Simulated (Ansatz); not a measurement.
`[OH][Al][Br]` radical, relaxed with UKS PBE0-D4/def2-TZVP in Ansatz 0.2.0 from a PBE-D4/def2-SVP geometry. The force threshold is 0.005 eV/Å; the program also tests the step.

Charge 0, multiplicity 2.

Start:

```xyz
4

O    -0.233   -0.877    0.501
Al    0.018    0.786    0.120
Br    0.762    1.257   -1.994
H    -0.546   -1.167    1.374
```

**Question.** How much energy does the relaxation release, and in how many steps? (An estimate is asked.)

**Answer.** The calculation gave: 1.81 kJ/mol, in 6 steps.

**Question.** Which bonds change most? (An estimate is asked.)

**Answer.** Computed: O1–Al2 from 1.724 to 1.695 Å; Al2–Br3 from 2.290 to 2.270 Å; O1–H4 from 0.972 to 0.957 Å.

**Question.** Give the relaxed structure. (Best estimate.)

**Answer.** Computed: 
```xyz
4

O    -0.231   -0.857    0.501
Al    0.017    0.775    0.120
Br    0.754    1.242   -1.976
H    -0.540   -1.160    1.354
```
